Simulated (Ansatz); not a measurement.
H4BOP (SMILES OBP), singlet, at a GFN2-xTB geometry; MP2/def2-SV(P) run with Ansatz (a first-principles code).

The Ansatz input:
Ansatz 0.2 input:
```yaml
crystal:
  periodic: [false, false, false]
  atoms:
    - {symbol: B, position_ang: [-0.04575595, -0.73162329, 0.48393788]}
    - {symbol: H, position_ang: [-0.79181253, -1.31972713, 1.17090045]}
    - {symbol: O, position_ang: [1.15421676, -1.26812852, 0.33265346]}
    - {symbol: H, position_ang: [1.80827142, -0.81042722, -0.20034462]}
    - {symbol: P, position_ang: [-0.55142128, 0.96935099, -0.25663122]}
    - {symbol: H, position_ang: [-1.79828790, 0.58926577, -0.70753133]}
    - {symbol: H, position_ang: [0.04819388, 0.80376846, -1.49447330]}
basis:
  gaussian:
    orbitals: def2-SV_P_.json
magnetization: {spin_polarized: false}
correlation: {method: mp2}
```
The basis file holds def2-SV(P) in the JSON format of the Basis Set Exchange.

**Question.** Write the output that Ansatz gives for this input, abridged.

**Answer.** 
```
Functional definition: HF
556 factors; integrals over basis functions are off by at most 9.4e-4 eV
mean field evaluation 1: about -12037.2515 eV, gradient 3.0e1 eV
mean field evaluation 2: about -12037.2535 eV, gradient 3.0e1 eV
mean field evaluation 4: about -12039.5409 eV, gradient 2.9e0 eV
mean field evaluation 8: about -12039.5827 eV, gradient 2.7e-4 eV
mean field -12039.58266256 eV, -442.4465021269 hartree, gradient 1.0e-6 eV, S^2 0.000000; 0 other end points of the search recorded, 0 dependent functions left out
7 core orbitals not correlated
reference -12039.58266256 eV, -442.4465021269 hartree; 9, 9 occupied and 38, 38 virtual orbitals, 556 factors
second order -9.88161590 eV of doubles, -0.00000000 eV of singles
Total energy: -12049.46427846 eV, -442.8096448132 hartree
```
